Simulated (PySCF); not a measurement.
Work out the structure from these simulated measurements.

Elements present: C, Cl and H. Monoisotopic mass: 114.0236 u.

- UV, first state: lowest singlet excitation: 6.37 eV (195 nm, f = 0.119) [TDDFT CAM-B3LYP/def2-SVPD]
- 13C NMR: chemical shifts (computed TMS as zero) by class: 142.4 (1 C), 136.5 (1 C), 45.2 (1 C), 35.6 (1 C), 33.8 (1 C), 24.9 (1 C) ppm [GIAO PBE0/pcSseg-1]
- NMR, other nuclei: isotropic shieldings of nuclei other than C and H, by class: 912 (1 Cl) ppm [GIAO PBE0/pcSseg-1]
- Valence photoelectron: vertical ionisation energy: 8.98 eV [ΔSCF CAM-B3LYP/def2-SVPD]
- 1H NMR: chemical shifts (computed TMS as zero) by class: 5.79 (1 H), 5.74 (1 H), 3.04 (1 H), 2.58 (1 H), 2.47 (1 H), 2.16 (1 H), 1.64 (1 H) ppm [GIAO PBE0/pcSseg-1]
- XPS: Cl2p3/2 205.7, C1s 290.2, C1s 290.3, C1s 290.9, C1s 290.9, C1s 290.9, C1s 291.9, Cl1s 2828.3 eV [ΔSCF SCAN, pcX-2 on the ionised atom, pcseg-1 elsewhere, spin-free X2C, 2p3/2 from a spin–orbit splitting computed afterwards within the 2p shell]
- Triplet: lowest triplet excitation (Tamm–Dancoff): 4.05 eV [TDA CAM-B3LYP/def2-SVPD]
- Rotational structure: rotational constants A, B, C: 3.705, 1.958, 1.877 GHz [PBE0-D3(BJ)/def2-SVP]
- Dipole: 1.95 D [CAM-B3LYP/def2-SVPD]
- Polarisability: 76.5 au [CAM-B3LYP/def2-SVPD]

Gas-phase values; electronic properties from PySCF, density fitting. Levels stand in brackets. Geometry: PBE0-D3(BJ)/def2-SVP; no solvent, vibrations or thermal averaging. NMR classes are plain means over equivalent atoms (diastereotopic ones count apart unless rotation or inversion swaps them), as if these changed places fast.

Q: Which formula fits the mass and the elements?

A: C6H7Cl (calculated 114.0236). No other formula that holds each of these elements comes within 0.0003 u with a fitting electron parity and a possible valence count.

Q: Propose a structure and show how it fits.

A: Numbering: `[Cl:1][C@@H:2]1[C@@H:3]2[CH:4]=[CH:5][CH2:6][C@H:7]12`. Its formula, C6H7Cl, gives 3 degrees of unsaturation: 2 rings and 1 π bond in the structure found. 6 carbons fall into 6 classes; from least to most shielded: alkene CH carbon [C5] (142.4 ppm), alkene CH carbon [C4] (136.5 ppm), sp3 C–Cl carbon [C2] (45.2 ppm), allylic carbon [C6] (35.6 ppm), sp3 carbon at a ring junction [C3] (33.8 ppm), sp3 carbon at a ring junction [C7] (24.9 ppm). Hydrogen classes from least to most shielded: 1 H on an alkene CH carbon, C5 (5.79 ppm), 1 H on an alkene CH carbon, C4 (5.74 ppm), 1 H on an sp3 C–Cl carbon, C2 (3.04 ppm), 1 H on an allylic carbon, C6 (2.58 ppm), 1 H on an allylic carbon, C6 (2.47 ppm), 1 H on an sp3 carbon at a ring junction, C3 (2.16 ppm), 1 H on an sp3 carbon at a ring junction, C7 (1.64 ppm). The other shieldings belong to: 912 ppm, alkyl chlorine [Cl1]. The core levels belong to: Cl2p3/2 205.7 eV, alkyl chlorine [Cl1]; C1s 290.2 eV, alkene CH carbon [C5]; C1s 290.3 eV, alkene CH carbon [C4]; C1s 290.9 eV, sp3 carbon at a ring junction [C7]; C1s 290.9 eV, sp3 carbon at a ring junction [C3]; C1s 290.9 eV, allylic carbon [C6]; C1s 291.9 eV, sp3 C–Cl carbon [C2]; Cl1s 2828.3 eV, alkyl chlorine [Cl1]. The first electron is taken from the HOMO, whose largest Löwdin shares are 0.27 on an alkene CH carbon, 0.25 on an alkene CH carbon, 0.11 on the sp3 C–Cl carbon and 0.10 on an sp3 carbon at a ring junction. By its constants the optimised geometry is an asymmetric top. Structure: `Cl[C@@H]1[C@@H]2C=CC[C@H]12`. Computed isomers that give other values at the same levels: `C#CCC(=C)CCl` (vertical ionisation energy: 9.94 eV). The assignments are read from this structure; whether some other isomer fits the data as well wasn't checked. The mirror image fits equally.
